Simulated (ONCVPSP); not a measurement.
## Pt: excitation energies, all-electron against ONCV

platinum (Pt), optimised norm-conserving Vanderbilt (ONCV), made with ONCVPSP 4.0.1 (LDA (Perdew-Wang 92), scalar-relativistic). Core [Kr] 4d10 4f14, reference 5s2 5p6 5d8.5 (charge +1.5). Waves: 5s: rc 2.06 bohr, ncon 4, nbas 9, qcut 7.8 1/bohr, 3 projectors, debl 2.7 Ha; 5p: rc 1.98 bohr, ncon 5, nbas 9, qcut 9.2 1/bohr, 2 projectors, debl 0.8 Ha; 5d: rc 2.38 bohr, ncon 4, nbas 8, qcut 8.9 1/bohr, 2 projectors, debl 3.3 Ha; f scattering state at 0.2 Ha: rc 1.86 bohr, ncon 4, nbas 9, qcut 6.9 1/bohr, 1 projector. Local part: polynomial inside 1.86 bohr (lpopt 5, dvloc0 0 Ha). Core correction: Teter function, fcfact 5.75, rcfact 1.3.

In the s channel the program set the typed energies aside and used -4.286, 0.050, 2.750 Ha. In the p channel the program set the typed energies aside and used -2.598, 0.050 Ha.

Energies are relative to the spin-unpolarised reference configuration 5s2 5p6 5d8.5; without spin polarisation the order of configurations can differ from experiment.

Q: Give the all-electron excitation energy and the error of the potential for: 5s2 5p6 5d9 6s1; 5s2 5p6 5d9; 5s2 5p6 5d8; 5s2 5p6 5d8 6s1 6p1.

A:

```tsv
valence configuration	charge	ΔE all-electron (eV)	error AE − PS (meV)
5s2 5p6 5d9 6s1	0	-18.218	+2.2
5s2 5p6 5d9	+1	-8.682	+1.4
5s2 5p6 5d8	+2	11.578	-1.1
5s2 5p6 5d8 6s1 6p1	0	-11.618	+2.8
```

Levels in the configuration 5s2 5p6 5d9:

```csv
level,all-electron (eV),pseudo (eV)
5s,-110.499,-110.505
5p,-64.625,-64.626
5d,-14.593,-14.595
```
